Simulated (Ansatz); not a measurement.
Computed with Ansatz on PBE0-D4/def2-TZVP structures; ΔE is electronic, products minus reactants. CCSD(T)/CBS is the MP2 limit (def2-TZVPP, def2-QZVPP) plus CCSD(T) − MP2 in def2-TZVPP, frozen cores. Functionals use def2-TZVPP. B3LYP here is the variant with VWN-RPA as its local correlation; programs differ in this. Each species was taken in one conformer, which may not be the lowest.

Consider the cleavage of the Si–Si bond: `CO[SiH2][SiH](O)F` + `O[SiH3]` → `CO[SiH2]O[SiH3]` + `O[SiH2]F`.

```tsv
level	ΔE (kJ/mol)	difference from CCSD(T)/CBS
PBE-D4	-122.4	28.7
r2SCAN-D4	-144.6	6.5
PBE0-D4	-132.5	18.6
B3LYP-D4	-147.4	3.7
ωB97X-V	-145.2	5.9
ωB97M-V	-152.1	-1.0
B2PLYP	-153.0	-1.9
PBE	-121.6	29.5
r2SCAN	-144.3	6.8
PBE0	-131.8	19.3
B3LYP	-146.3	4.8
HF/def2-TZVPP	-173.3	-22.2
MP2/def2-TZVPP	-159.4	-8.3
SCS-MP2/def2-TZVPP	-161.7	-10.6
CCSD/def2-TZVPP	-154.9	-3.8
CCSD(T)/def2-TZVPP	-152.1	-1.0
HF/def2-QZVPP	-175.9	-24.8
MP2/def2-QZVPP	-159.7	-8.6
SCS-MP2/def2-QZVPP	-161.9	-10.8
HF/CBS(def2)	-176.3	-25.2
MP2/CBS(def2)	-158.4	-7.3
CCSD/CBS(def2)	-153.9	-2.8
CCSD(T)/CBS	-151.1	0
```

Largest T1 diagnostic among the species: 0.012.

From PBE to PBE0 (25 % exact exchange), in def2-TZVPP and without D4, ΔE moves by −10.2 kJ/mol. In def2-TZVPP, CCSD(T) changes the Hartree–Fock value by +21.1 kJ/mol (the triples alone add +2.8 kJ/mol) and MP2 by +13.9 kJ/mol.
